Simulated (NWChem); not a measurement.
System: H2TeS; SMILES S[TeH]

Here is an NWChem input.

```
start job
memory heap 200 mb stack 900 mb global 1100 mb
geometry units angstroms noautoz
  Te     0.021414     0.574167     0.013518
  H     -1.641186     0.731300    -0.083764
  S      0.039432    -1.837961     0.069531
  H      0.117737    -2.032716    -1.266899
end
basis spherical
  Te library def2-tzvp
  H library def2-tzvp
  S library def2-tzvp
end
ecp
  Te library def2-ecp
end
dft
  xc scan
  iterations 150
  mulliken
end
task dft energy
```

Structure relaxed at the PBE0/def2-SVP level. def2 effective core potentials on Te; no spin-orbit coupling.

**Question.** Give the results of this calculation. (SCAN/def2-TZVP with def2 effective core potentials on Te.) Quantities: energy (Ha); highest occupied level (eV); orbital gap (eV); dipole (D).

**Answer.** 
```
Item                          Result
---------------------------  -------
energy (Ha)                  -667.56
highest occupied level (eV)    -5.86
orbital gap (eV)                3.25
dipole (D)                      1.11
```
